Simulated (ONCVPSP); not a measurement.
# Before and after: ONCV potential for N

N (Z = 7), optimised norm-conserving Vanderbilt (ONCV), made with ONCVPSP 4.0.1 (PBE, scalar-relativistic). Core [He], reference 2s2 2p3. Waves: 2s: rc 0.75 bohr, ncon 3, nbas 6, qcut 9.5 1/bohr, 2 projectors, debl 2.9 Ha; 2p: rc 1.90 bohr, ncon 4, nbas 8, qcut 7.4 1/bohr, 1 projector. Local part: polynomial inside 0.50 bohr (lpopt 5, dvloc0 2 Ha). Core correction: polynomial model core, fcfact 0.55.

All-electron outer shells of the reference configuration (PBE, scalar-relativistic, ld1.x):

```csv
shell,level (eV),outermost node (bohr),outermost maximum (bohr)
1s,-384.72,–,0.15
2s,-18.58,0.32,1.02
2p,-7.09,–,0.98
```

Change: p: nproj 3.

Cutoffs: the cutoffs (Ha) at which the residual kinetic energy of the hardest occupied pseudo-wave falls to 1 and 0.1 mHa per electron; they do not see the model core or the augmentation charge, which bear on the density cutoff. Errors are all-electron minus pseudo energies relative to the spin-unpolarised reference configuration.

Problem. What does the change do?

Solution. The potential gets neither clearly harder nor softer (30 Ha and 40 Ha → 30 Ha and 40 Ha); of the 4 tests that both files solve, the error grows in 1 and shrinks in 0 by more than 15 % and 0.3 meV (median size 170.8 → 190.8 meV); the range in which the p phases agree widens (upper end 1.0 → at the end of the scan); neither file shows a bound ghost.

```tsv
quantity	base	changed
cutoff, loose	30 Ha	30 Ha
cutoff, tight	40 Ha	40 Ha
bound ghosts	none	none
GHOST(+) flags under 300 eV	none	none
error for 2s2 2p2, meV [ΔE 13.59 eV]	+31	+41
error for 2s2 2p1, meV [ΔE 42.44 eV]	+310	+340
error for 2s2 2p0, meV [ΔE 89.53 eV]	+1331	+1331
error for 2s1 2p4, meV [ΔE 11.51 eV]	-3.1	-2.9
s: phases at 0.76 bohr within 0.05 rad from the reference energy up to (Ha; the scan ends near 5)	to the end of the scan	to the end of the scan
p: phases at 1.92 bohr within 0.05 rad from the reference energy up to (Ha; the scan ends near 5)	1.0	to the end of the scan
rms error of d²Exc/dni dnj with the model core, mHa	1.58	1.58
```
